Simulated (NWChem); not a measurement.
A series in which one site is exchanged, each optimised at PBE0/def2-SVP with NWChem, gas phase unless a solvent is named. Some are not confirmed as minima by frequencies. def2 effective core potentials on In; no spin-orbit coupling.

A: [F][GaH][F] (GaHF2; site = Ga)
B: [F][AlH][F] (AlHF$_{2}$; site = Al)
C: [F][InH][F] (InHF$_{2}$; site = In)
D: FBF (BHF2; site = B)

Question: Rank them by dipole (D), PBE0/def2-SVP, lowest first.

Answer: D (0.79), B (1.39), A (2.42), C (3.41)
